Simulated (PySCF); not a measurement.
## Ionisation energy of Zn by level of theory

Zn [Ar] 3d10 4s2 (1S) → Zn+ [Ar] 3d10 4s1 (2S), as a difference of total energies. All numbers are calculated (PySCF 2.14, scalar relativity by spin-free X2C-1e, in Sapporo-DKH3-DZP-2012 (6s4p3d1f, 40 functions)). Correlated levels: valence: [Ar] frozen. The calculations carry no spin-orbit coupling.

Order these methods by the ionisation energy they give, lowest first.
A. CCSD (valence)
B. TPSS
C. SCS-MP2 (valence)
D. MP2 (valence)

D (8.883 eV), C (8.908 eV), A (9.016 eV), B (9.229 eV).

Errors of the correlated levels include the incompleteness of this basis and the frozen core.

For comparison: 9.394 eV (measured; NIST Atomic Spectra Database, ionization energies).
